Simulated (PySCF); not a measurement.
An equivalent PySCF input for P⁺ (phosphorus, charge +1), [Ne] 3s2 3p2, high-spin 3P determinant, with the non-relativistic Hamiltonian (point nucleus):

```python
from pyscf import gto, scf, dft, mp, cc
import basis_set_exchange as bse
mol = gto.M(atom="P 0 0 0", charge=1, spin=2, symmetry="D2h",
            basis=gto.basis.parse(bse.get_basis("def2-QZVPPD", elements=["P"], fmt="nwchem")))
mf = dft.UKS(mol, xc="CAMB3LYP")
mf.irrep_nelec = {'Ag': (3, 3), 'B1u': (2, 1), 'B2u': (2, 1), 'B3u': (1, 1)}
mf.kernel()
```

It reaches the same state as the run whose output follows, with an energy that differs only through the grid. The run itself started from symmetry-adapted Hartree-Fock orbitals and held the occupation by maximum overlap, on a logarithmic radial grid, so the iterations belong to that start.

```
SCF conv_tol = 1e-09
number electrons alpha = 8  beta = 6
XC functionals = CAMB3LYP
    T. Yanai, D. P. Tew, and N. C. Handy.,  Chem. Phys. Lett. 393, 51 (2004)
cycle= 1 E= -340.900644007523  delta_E= -0.00928  |g|= 0.0141  |ddm|= 0.108
cycle= 2 E= -340.900769102699  delta_E= -0.000125  |g|= 0.00315  |ddm|= 0.0105
cycle= 3 E= -340.900779859258  delta_E= -1.08e-05  |g|= 0.000794  |ddm|= 0.00308
cycle= 4 E= -340.900780265974  delta_E= -4.07e-07  |g|= 0.000233  |ddm|= 0.000578
cycle= 5 E= -340.900780282268  delta_E= -1.63e-08  |g|= 7.28e-06  |ddm|= 0.000125
cycle= 6 E= -340.900780282318  delta_E= -5.01e-11  |g|= 1.35e-06  |ddm|= 1.79e-05
converged SCF energy = -340.900780282318  <S^2> = 2.0040326  2S+1 = 3.0026872
```
